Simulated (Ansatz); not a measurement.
`C#C[Se][SiH3]` + H₂ → `C#C[SeH]` + SiH₄ at 400 K and 1 bar (hydrogenolysis of the Se–Si bond).

Calculated with Ansatz (gas phase, PBE0-D4/def2-TZVP geometries, no zero-point term in ΔE). CBS: MP2 limit from def2 TZ/QZ plus the TZ coupled-cluster correction, frozen cores. This one scheme is used for every species. For Se outer-core shells are correlated without core-valence functions, which leaves a few kJ/mol of doubt a bond. Scalar relativity is left out up to krypton. Each species was taken in one conformer, which may not be the lowest.

```
        species  CCSD(T)/CBS energy (Eh)  H − E (kJ/mol)  S (J/(mol·K))
`C#C[Se][SiH3]`              -2768.23066           146.2          366.1
             H₂                 -1.17544            38.0          139.0
     `C#C[SeH]`              -2477.92583            88.5          296.1
           SiH₄               -291.46306            96.9          218.6
```

H − E and S are ideal-gas, rigid-rotor, harmonic terms from PBE0-D4/def2-TZVP, for one conformer and one mirror image of each species. The MP2-based limit puts H₂ 0.8 mEh under its directly extrapolated value; such offsets cancel only in part. 1 Eh = 2625.50 kJ/mol, R = 8.31446 J/(mol·K).

By hand: ΔE, ΔH, ΔS and ΔG.

ΔE = (-2477.92583) + (-291.46306) − (-2768.23066) − (-1.17544) = 0.01721 Eh = 45.2 kJ/mol. Δ(H − E) = 88.5 + 96.9 − 146.2 − 38.0 = 1.2, so ΔH = 46.4 kJ/mol. ΔS = 296.1 + 218.6 − 366.1 − 139.0 = 9.6 J/(mol·K). ΔG = 46.4 − 400 × (9.6)/1000 = 42.6 kJ/mol.

By hand: the equilibrium constant, and the temperature at which ΔG would vanish if ΔH and ΔS stayed fixed.

log₁₀ K = −ΔG/(RT ln 10) = -5.6. ΔG = 0 at ΔH/ΔS = 4833 K, far beyond where these terms or the molecules hold.

The number of gas molecules stays the same, so ΔS is small and ΔH decides. A doubt of 5 kJ/mol in ΔE shifts log₁₀ K by 0.7 here. Other conformers and mirror images would add mixing entropy, several J/(mol·K) or more a flexible species. These are equilibria of isolated gas molecules and say nothing of rates. Largest T1 diagnostic: 0.011 (customary marks: 0.02 for closed shells, 0.045 for open ones).
